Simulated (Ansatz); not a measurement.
Cu4Cl4, relaxed as a singlet with RKS r2SCAN-D4/def2-SVP in Ansatz, starting from the GFN2-xTB geometry. Force threshold 0.03 eV/Å.

The relaxation made no stability test and no search for a lower SCF solution. No other spin state of charge 0 was run. Another isomer (singlet) lies 0.98 eV lower at PBE0-D4/def2-TZVP; other spin states weren't run for this one.

Start:

```xyz
8

Cu   -0.5891    1.6645    0.5422
Cu   -1.4056   -1.2127    0.0983
Cu    0.6198    0.0960   -1.7628
Cu    1.3746   -0.5460    1.1191
Cl   -0.7352   -0.1248    2.0879
Cl    1.6724    1.4413   -0.1240
Cl   -1.6354    0.6645   -1.3197
Cl    0.6985   -1.9828   -0.6409
```

```tsv
step	energy (eV)	largest force component (eV/Å)	SCF passes
1	-228617.4553	1.030	19
2	-228618.6027	0.921	25
3	-228619.0726	0.398	25
4	-228619.0956	0.044	21
5	-228619.0961	0.013	23
```

Force components are those of the run's own axes.

End:

```xyz
8

Cu   -0.4779    1.3524    0.4368
Cu   -1.1327   -0.9798    0.0784
Cu    0.4970    0.0775   -1.4130
Cu    1.1138   -0.4508    0.8974
Cl   -0.8071   -0.1266    2.2954
Cl    1.8405    1.5913   -0.1277
Cl   -1.8097    0.7335   -1.4570
Cl    0.7761   -2.1975   -0.7103
```

By distances, no bond broke or formed, bridged metal pairs apart. The bond that changes most is Cu1–Cl7, from 2.36 to 2.40 Å (atoms count from 1). Metal–metal contacts that move far: Cu3–Cu4 3.05 to 2.45 Å, Cu2–Cu3 3.05 to 2.45 Å, Cu1–Cu3 3.04 to 2.45 Å.

No frequencies were taken in this run, so the end may be a saddle point.

It took 31 s on 4 threads of AMD EPYC 7B13 on a shared host.
